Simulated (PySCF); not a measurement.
PySCF input file for CH₄AlO, SMILES [CH3][Al][OH], multiplicity 2, TDA-LC-ωPBE/def2-SVPD. Geometry: PBE0-D3(BJ)/def2-TZVP. The spin state was assumed, not searched. The isomer is the one that the SMILES or the coordinates give; other isomers of the formula were not compared. The values are those of a single conformer.

```python
import numpy as np
from pyscf import gto, scf, dft, tdscf

mol = gto.M(
    atom='''
    Al    0.57265583   -0.12528722   -0.00000000
    C    -0.30597485    1.63241848   -0.00000000
    H    -0.94610154    1.71214756    0.88442967
    H    -0.94610155    1.71214757   -0.88442966
    H     0.39869469    2.46497184   -0.00000000
    O    -0.49026047   -1.46071974   -0.00000000
    H    -0.19308455   -2.36928606    0.00000000
    ''',
    basis='def2-SVPD',
    charge=0,
    spin=1,
    max_memory=1600,
    verbose=4,
)
mf = dft.UKS(mol, xc='lc_wpbe').density_fit(auxbasis='def2-universal-jkfit')
mf.grids.level = 3
mf.conv_tol = 1e-9
mf.max_cycle = 100
mf.kernel()
fine, coarse = mf.grids, dft.Grids(mol).set(level=1).build(with_non0tab=True)
for _ in range(3):  # follow internal instabilities
    mf.grids = coarse
    mo, _, stable, _ = mf.stability(return_status=True, nroots=4)
    mf.grids = fine
    if stable:
        break
    mf.kernel(mf.make_rdm1(mo, mf.mo_occ))
mf.grids = dft.Grids(mol).set(level=1).build(with_non0tab=True)  # coarser grid for the response kernel
td = tdscf.TDA(mf)
td.nstates = 10
td.conv_tol = 1e-4
td.positive_eig_threshold = 1e-6
td.kernel(x0=td.get_init_guess(mf, 15))
td.analyze()
```

Log of the run:

```
PySCF version 2.14.0

[INPUT] verbose = 4
[INPUT] num. atoms = 7
[INPUT] num. electrons = 31
[INPUT] charge = 0
[INPUT] spin (= nelec alpha-beta = 2S) = 1
[INPUT] symmetry False subgroup None
[INPUT] Mole.unit = angstrom
[INPUT] Symbol           X                Y                Z      unit          X                Y                Z       unit  Magmom
[INPUT]  1 Al     0.572655830000  -0.125287220000   0.000000000000 AA    1.082162682335  -0.236758532708   0.000000000000 Bohr   0.0
[INPUT]  2 C     -0.305974850000   1.632418480000   0.000000000000 AA   -0.578208667505   3.084823847879   0.000000000000 Bohr   0.0
[INPUT]  3 H     -0.946101540000   1.712147560000   0.884429670000 AA   -1.787872796629   3.235489973242   1.671329852739 Bohr   0.0
[INPUT]  4 H     -0.946101550000   1.712147570000  -0.884429660000 AA   -1.787872815526   3.235489992140  -1.671329833842 Bohr   0.0
[INPUT]  5 H      0.398694690000   2.464971840000   0.000000000000 AA    0.753423771418   4.658121682365   0.000000000000 Bohr   0.0
[INPUT]  6 O     -0.490260470000  -1.460719740000   0.000000000000 AA   -0.926458018001  -2.760360253346   0.000000000000 Bohr   0.0
[INPUT]  7 H     -0.193084550000  -2.369286060000   0.000000000000 AA   -0.364876918385  -4.477301764150   0.000000000000 Bohr   0.0

nuclear repulsion = 91.1929766354171
number of shells = 43
number of NR pGTOs = 145
number of NR cGTOs = 99
basis = def2-SVPD
ecp = {}


[settings echo left out]
init E= -357.813151372098
  alpha nocc = 16  HOMO = -0.151072777219431  LUMO = 0.000603534548736739
  beta  nocc = 15  HOMO = -0.408490219411562  LUMO = -0.15107277721943

WARN: HOMO -0.151072777219431 >= LUMO -0.15107277721943

cycle= 1 E= -357.75333748147  delta_E= 0.0598  |g|= 0.52  |ddm|= 1.91
  alpha nocc = 16  HOMO = -0.227462923269643  LUMO = 0.0645782888229531
  beta  nocc = 15  HOMO = -0.259928435246889  LUMO = -0.0119799341709879
  HOMO = -0.22746292327  LUMO = -0.011979934171  gap/eV = 5.86359
cycle= 2 E= -357.716863041581  delta_E= 0.0365  |g|= 0.649  |ddm|= 1.19
  alpha nocc = 16  HOMO = -0.281701450013399  LUMO = 0.0597919599024754
  beta  nocc = 15  HOMO = -0.413284654297224  LUMO = -0.0166135322124128
  HOMO = -0.281701450013  LUMO = -0.0166135322124  gap/eV = 7.21341
cycle= 3 E= -357.874971723666  delta_E= -0.158  |g|= 0.0395  |ddm|=  0.5
  alpha nocc = 16  HOMO = -0.287971942107328  LUMO = 0.0638473347044348
  beta  nocc = 15  HOMO = -0.4232711376567  LUMO = -0.00891285025041455
  HOMO = -0.287971942107  LUMO = -0.00891285025041  gap/eV = 7.59358
cycle= 4 E= -357.877426768308  delta_E= -0.00246  |g|= 0.0207  |ddm|= 0.246
  alpha nocc = 16  HOMO = -0.288698973534524  LUMO = 0.0659840466870003
  beta  nocc = 15  HOMO = -0.418759583020327  LUMO = -0.00488950556145218
  HOMO = -0.288698973535  LUMO = -0.00488950556145  gap/eV = 7.72285
cycle= 5 E= -357.878124304815  delta_E= -0.000698  |g|= 0.00824  |ddm|= 0.153
  alpha nocc = 16  HOMO = -0.28998582152748  LUMO = 0.0660520864850063
  beta  nocc = 15  HOMO = -0.421362790931958  LUMO = -0.00444736148599612
  HOMO = -0.289985821527  LUMO = -0.004447361486  gap/eV = 7.76990
cycle= 6 E= -357.878329771428  delta_E= -0.000205  |g|= 0.00356  |ddm|= 0.107
  alpha nocc = 16  HOMO = -0.290139358851432  LUMO = 0.0660787991703753
  beta  nocc = 15  HOMO = -0.421733725657554  LUMO = -0.00440887639856191
  HOMO = -0.290139358851  LUMO = -0.00440887639856  gap/eV = 7.77512
cycle= 7 E= -357.878372987625  delta_E= -4.32e-05  |g|= 0.00118  |ddm|= 0.0591
  alpha nocc = 16  HOMO = -0.290052514221663  LUMO = 0.0662418481972464
  beta  nocc = 15  HOMO = -0.421802945485859  LUMO = -0.00439851744056741
  HOMO = -0.290052514222  LUMO = -0.00439851744057  gap/eV = 7.77304
cycle= 8 E= -357.878377213098  delta_E= -4.23e-06  |g|= 0.000341  |ddm|= 0.0124
  alpha nocc = 16  HOMO = -0.290068415200099  LUMO = 0.0662524091332486
  beta  nocc = 15  HOMO = -0.421837131713743  LUMO = -0.00441394553868557
  HOMO = -0.2900684152  LUMO = -0.00441394553869  gap/eV = 7.77305
cycle= 9 E= -357.878377560987  delta_E= -3.48e-07  |g|= 9.44e-05  |ddm|= 0.00143
  alpha nocc = 16  HOMO = -0.290049366575561  LUMO = 0.0662645057944888
  beta  nocc = 15  HOMO = -0.421826542833057  LUMO = -0.00442122537780376
  HOMO = -0.290049366576  LUMO = -0.0044212253778  gap/eV = 7.77234
cycle= 10 E= -357.878377582361  delta_E= -2.14e-08  |g|= 3.23e-05  |ddm|= 0.000868
  alpha nocc = 16  HOMO = -0.2900532078389  LUMO = 0.0662611001630191
  beta  nocc = 15  HOMO = -0.421831047351631  LUMO = -0.00442908766032613
  HOMO = -0.290053207839  LUMO = -0.00442908766033  gap/eV = 7.77223
cycle= 11 E= -357.878377587499  delta_E= -5.14e-09  |g|= 1.67e-05  |ddm|= 0.000209
  alpha nocc = 16  HOMO = -0.290052737269838  LUMO = 0.0662620895883785
  beta  nocc = 15  HOMO = -0.421831369913515  LUMO = -0.004428299860185
  HOMO = -0.29005273727  LUMO = -0.00442829986019  gap/eV = 7.77224
cycle= 12 E= -357.878377587736  delta_E= -2.38e-10  |g|= 9.45e-06  |ddm|= 6.67e-05
  alpha nocc = 16  HOMO = -0.290052487221441  LUMO = 0.0662622599318405
  beta  nocc = 15  HOMO = -0.421830885404164  LUMO = -0.00442800904297735
  HOMO = -0.290052487221  LUMO = -0.00442800904298  gap/eV = 7.77224
Extra cycle  E= -357.878377587778  delta_E= -4.2e-11  |g|= 9.83e-06  |ddm|= 3.16e-05
converged SCF energy = -357.878377587778  <S^2> = 0.75297436  2S+1 = 2.0029721
tot grids = 26600
uhf_internal: lowest eigs of H = [0.20009817 0.3417368  0.36430431 0.40754518]
<class 'pyscf.df.df_jk.DFUKS'> wavefunction is stable in the internal stability analysis
tot grids = 26600
Overwritten attributes  positive_eig_threshold  of <class 'pyscf.tdscf.uks.TDA'>


******** <class 'pyscf.tdscf.uks.TDA'> for <class 'pyscf.df.df_jk.DFUKS'> ********
nstates = 10
deg_eia_thresh = 1.000e-03
wfnsym = None
conv_tol = 0.0001
eigh lindep = 1e-12
eigh level_shift = 0
eigh max_cycle = 100


Excitation energies (eV)
[2.90066128 4.83053827 5.37500082 5.69835983 5.89500125 6.21890472
 6.72114543 6.87450182 7.17707473 7.33529007]

** Excitation energies and oscillator strengths **
Excited State   1:      2.90066 eV    427.43 nm  f=0.0646
      16a ->   17a     -0.98465
Excited State   2:      4.83054 eV    256.67 nm  f=0.1362
      16a ->   18a     -0.54612
      16a ->   19a      0.72637
      16a ->   20a     -0.27301
      16a ->   21a      0.10562
      16a ->   22a     -0.13614
      16a ->   26a      0.18747
Excited State   3:      5.37500 eV    230.67 nm  f=0.0025
      16a ->   18a     -0.54423
      16a ->   19a     -0.47437
      16a ->   20a     -0.28561
      16a ->   22a      0.17378
      16a ->   28a     -0.10587
      16a ->   29a      0.10417
      15b ->   16b      0.52914
      15b ->   18b      0.14162
Excited State   4:      5.69836 eV    217.58 nm  f=0.1143
      16a ->   18a      0.53841
      16a ->   19a      0.10611
      16a ->   20a     -0.77567
      16a ->   34a      0.11512
      15b ->   16b      0.18595
Excited State   5:      5.89500 eV    210.32 nm  f=0.2221
      16a ->   18a     -0.25054
      16a ->   19a     -0.33621
      16a ->   20a     -0.39666
      16a ->   22a      0.10290
      15b ->   16b     -0.74499
      15b ->   18b     -0.17452
Excited State   6:      6.21890 eV    199.37 nm  f=0.0099
      14b ->   16b      0.93405
      14b ->   18b      0.10965
      14b ->   19b     -0.19780
      14b ->   20b      0.18580
Excited State   7:      6.72115 eV    184.47 nm  f=0.0043
      15a ->   17a      0.69191
      15a ->   27a      0.12239
      16a ->   23a     -0.21857
      16a ->   27a      0.14059
      15b ->   17b     -0.59370
      15b ->   27b     -0.13759
Excited State   8:      6.87450 eV    180.35 nm  f=0.0316
      14a ->   17a     -0.49376
      14a ->   24a      0.12639
      13b ->   16b      0.77005
      13b ->   19b     -0.15184
      13b ->   20b      0.14564
Excited State   9:      7.17707 eV    172.75 nm  f=0.0509
      16a ->   21a     -0.91807
      16a ->   22a     -0.14271
      16a ->   25a     -0.16601
      16a ->   28a     -0.11068
      13b ->   16b      0.11164
Excited State  10:      7.33529 eV    169.02 nm  f=0.0287
      14a ->   17a      0.66209
      14a ->   24a     -0.14812
      16a ->   22a     -0.12858
      13b ->   16b      0.42386
      14b ->   17b     -0.47646
      14b ->   24b      0.17111

** Transition electric dipole moments (AU) **
state          X           Y           Z        Dip. S.      Osc.
  1         0.0000     -0.0000     -0.9535      0.9092      0.0646
  2         0.1468      1.0626     -0.0000      1.1506      0.1362
  3        -0.0486     -0.1284     -0.0000      0.0188      0.0025
  4         0.9045     -0.0194      0.0000      0.8185      0.1143
  5         0.7923     -0.9540     -0.0000      1.5377      0.2221
  6        -0.0000      0.0000      0.2547      0.0649      0.0099
  7         0.0000     -0.0000     -0.1624      0.0264      0.0043
  8         0.4057     -0.1525     -0.0000      0.1879      0.0316
  9         0.4528     -0.2905      0.0000      0.2895      0.0509
 10         0.3781      0.1288     -0.0000      0.1595      0.0287

** Transition velocity dipole moments (imaginary part, AU) **
state          X           Y           Z        Dip. S.      Osc.
  1         0.0000     -0.0000     -0.0361      0.0013      0.0082
  2         0.0225      0.1722     -0.0000      0.0302      0.1133
  3        -0.0020     -0.0205     -0.0000      0.0004      0.0014
  4         0.2196     -0.0111      0.0000      0.0484      0.1540
  5         0.1407     -0.1929     -0.0000      0.0570      0.1754
  6        -0.0000      0.0000      0.0458      0.0021      0.0061
  7        -0.0000     -0.0000     -0.0338      0.0011      0.0031
  8         0.0717     -0.0320     -0.0000      0.0062      0.0163
  9         0.1344     -0.0691      0.0000      0.0228      0.0577
 10         0.0603      0.0181     -0.0000      0.0040      0.0098

** Transition magnetic dipole moments (imaginary part, AU) **
state          X           Y           Z
  1        -0.3246     -0.8903      0.0000
  2         0.0000     -0.0000     -1.2091
  3        -0.0000     -0.0000      0.0500
  4         0.0000      0.0000     -0.2793
  5         0.0000      0.0000      0.6461
  6         0.2692     -0.0326     -0.0000
  7         0.1298     -0.0893      0.0000
  8         0.0000     -0.0000     -0.1551
  9        -0.0000      0.0000      0.0432
 10         0.0000     -0.0000     -0.2713
```

The calculation finished and met its thresholds.

Cost: very roughly 110 core-seconds.
